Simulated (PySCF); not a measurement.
CrO2F, SMILES [O]=[Cr+](=[O])[F], charge +1, multiplicity 1. Geometry optimised at PBE0-D3(BJ)/def2-SVP. The spin state was assumed, not searched. The isomer is the one that the SMILES or the coordinates give; other isomers of the formula were not compared.

Task: Give the equilibrium geometry at PBE0-D3(BJ)/def2-SVP (PySCF confirms it by a frequency run) as bond lengths and angles, and its point group. (An estimate is asked for; the answer gives what the named calculation found.)

Result: point group Cs.
Atoms: Cr1 O2 O3 F4. Bonds (Å): Cr1–O2 1.506, Cr1–O3 1.506, Cr1–F4 1.650. Bond angles (°): O2–Cr1–O3 107.0, O2–Cr1–F4 111.2, O3–Cr1–F4 111.2.
Charge +1, spin multiplicity 1.
